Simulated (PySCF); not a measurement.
CH₈FNSi₂, SMILES CN([SiH3])[SiH2]F.

Geometry optimised at B3LYP-D3(BJ)/def2-SVP. This is a generated structure with no PubChem entry under its InChIKey; it may be hypothetical. The values are those of a single conformer.

All values below come from SMD-ωB97X/def2-SVP (PySCF).

Solvation free energies are E(SMD) − E(gas) at the gas-phase geometry, for 1 M in both phases. In vacuum the dipole moment is 1.78 D.

```json
[
 {"solvent": "water", "ΔG(solv) (kcal/mol)": "1.9", "its non-electrostatic (CDS) part": "4.6", "dipole (D)": "2.17"},
 {"solvent": "dichloromethane", "ΔG(solv) (kcal/mol)": "-2.7", "its non-electrostatic (CDS) part": "-0.4", "dipole (D)": "2.11"},
 {"solvent": "n-hexane", "ΔG(solv) (kcal/mol)": "-1.8", "its non-electrostatic (CDS) part": "-0.7", "dipole (D)": "1.92"}
]
```
